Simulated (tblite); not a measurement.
Species: C6H10OSi.
SMILES with atom numbers: `[CH3:1][CH2:2][C:3]1=[CH:4][SiH2:5][CH:6]=[CH:7][O:8]1` (hydrogens: H9, H10, H11 on C1; H12, H13 on C2; H14 on C4; H15, H16 on Si5; H17 on C6; H18 on C7)

Computed geometry: GFN2-xTB, gas phase.

Task: Give the optimised bond lengths and angles.

Result: 
```
                 bond  length (pm)   order
                C1–C2        152.9  single
                C2–C3        150.7  single
                C3=C4        133.6  double
               C4–Si5        186.5  single
               Si5–C6        186.7  single
                C6=C7        133.1  double
                C7–O8        135.1  single
                C3–O8        136.3  single
C1–H9, C1–H10, C1–H11        108.7  single
       C2–H12, C2–H13        109.1  single
               C4–H14        108.0  single
     Si5–H15, Si5–H16        147.2  single
               C6–H17        107.8  single
               C7–H18        108.6  single
```

Bonds in one row agree within 1 pm and their mean is given. Orders are formal, as drawn. A selection of angles:
```
    angle  degrees
 C1–C2–C3    110.8
 C2–C3–C4    124.0
 C2–C3–O8    109.7
 C4–C3–O8    126.3
C3–C4–Si5    122.8
C4–Si5–C6     97.7
Si5–C6–C7    121.3
 C6–C7–O8    128.6
 C3–O8–C7    123.3
```

Torsions: C1–C2–C3–C4 106° (anticlinal); C2–C3–C4–Si5 -179° (antiperiplanar); C3–C4–Si5–C6 1° (synperiplanar); C4–Si5–C6–C7 -1° (synperiplanar); Si5–C6–C7–O8 0° (synperiplanar); C6–C7–O8–C3 1° (synperiplanar); C2–C3–O8–C7 178° (antiperiplanar). The mirror-image conformer, all signs reversed, is as good.

The C–C distances run from 1.331 Å (C6=C7, drawn double) to 1.529 Å (C1–C2, drawn single), a spread of 0.198 Å. Si5 (SiH2 silicon) is distorted tetrahedral (angles from 97.7° to 112.7°). The 6-membered ring C3–C4–Si5–C6–C7–O8 has internal angles of 97.7° to 128.6°; it is planar, 0.01 Å rms from its mean plane, widest ring torsion 1°. Of the pairs four or more bonds apart, H13···H14 is among the closest relative to their van der Waals radii: 2.35 Å, 98 % of the sum of Bondi's values.

Point group: C1 (no symmetry element, even within 0.4 Å). Its GFN2-xTB frequencies are all real (lowest 40 cm⁻¹). The numbers are those of one conformer.
